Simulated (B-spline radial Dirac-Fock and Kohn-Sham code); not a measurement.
## How the settings move the core levels of Pd

ΔSCF core binding energies without Breit or QED terms, calculated with a radial B-spline solver. Keys: rel is the Hamiltonian (dirac, or spin-free x2c and nr, where L3 and M5 stand for the whole 2p and 3d shells), method is hf or an exchange,correlation pair (spin-unpolarised, also for the hole states), nuc the nuclear model, radius_factor scales its radius, rmax is the box in bohr, h the logarithmic mesh step, order the B-spline order, points the quadrature points per cell, c_factor scales the speed of light, and damp, ndamp, maxit and tol steer the iteration. The run stops when the commutator error falls below 10·tol·max(1, Z/10), or the numerical noise floor, and the energy has settled to about 1e-8 Ha; the virial ratio is −V/T.

Base input:

```json
{"items": [{"Z": 46, "q": 0, "cfg": [[1, 0, 2], [2, 0, 2], [2, 1, 6], [3, 0, 2], [3, 1, 6], [3, 2, 10], [4, 0, 2], [4, 1, 6], [4, 2, 10]], "A": 106, "rrms": 4.5318, "do": "settings", "holes": ["K", "L3", "M5"],
  "settings": [{"rel": "dirac", "method": "hf", "nuc": "fermi", "radius_factor": 1.0, "rmax": 45.0, "h": 0.3, "order": 8, "points": 10, "c_factor": 1.0, "maxit": 60, "damp": 0.5, "ndamp": 3, "tol": 1e-08}]}]}
```

The ground state converged in 11 iterations, with total energy -5044.40058 Ha, virial ratio 1.95726 and highest orbital energy -8.70 eV. ΔSCF binding energies: K (1s) 24428.2 eV, L3 (2p3/2) 3184.4 eV, M5 (3d5/2) 340.0 eV.

Changes from the base run:

| changed setting | Δ total energy (Ha) | Δ K (eV) | Δ L3 (eV) | Δ M5 (eV) | iterations |
| --- | --- | --- | --- | --- | --- |
| c_factor = 0.9 | -26.80976 | +183.39 | -1.20 | -1.67 | 11 |
| nuc = "sphere" | +0.00011 | 0.00 | 0.00 | 0.00 | 11 |
| h = 0.12; c_factor = 0.9; damp = 0.8 | -26.80977 | +183.39 | -1.20 | -1.67 | 11 |
| tol = 0.0001 | 0.00000 | 0.00 | 0.00 | 0.00 | 9 |
| c_factor = 100.0 | +106.51734 | -726.50 | +3.82 | +6.93 | 9 |
| damp = 0.8 | 0.00000 | 0.00 | 0.00 | 0.00 | 12 |
| radius_factor = 0.8; rmax = 30.0; tol = 0.0001 | -0.03328 | +0.39 | 0.00 | 0.00 | 9 |
| order = 7 | +0.00002 | 0.00 | 0.00 | 0.00 | 11 |
| method = "pw91,pw91" | -3.24863 | +28.09 | -14.12 | -0.41 | 14 |
| radius_factor = 2.0 | +0.25906 | -3.00 | +0.02 | 0.00 | 11 |
| nuc = "sphere"; rmax = 80.0; h = 0.12 | +0.00010 | 0.00 | 0.00 | 0.00 | 10 |
| rel = "nr"; method = "pw91,pw91"; nuc = "sphere" | ? | ? | ? | ? | ? |
| damp = 0.2 | 0.00000 | 0.00 | 0.00 | 0.00 | 12 |
| radius_factor = 0.8 | -0.03328 | +0.39 | 0.00 | 0.00 | 11 |

Question: What does the change rel = "nr"; method = "pw91,pw91"; nuc = "sphere" do?

Answer: The total energy moves by +103.82408 Ha and the binding energies by K -702.62 eV, L3 -10.67 eV, M5 +6.48 eV; the run takes 13 iterations.
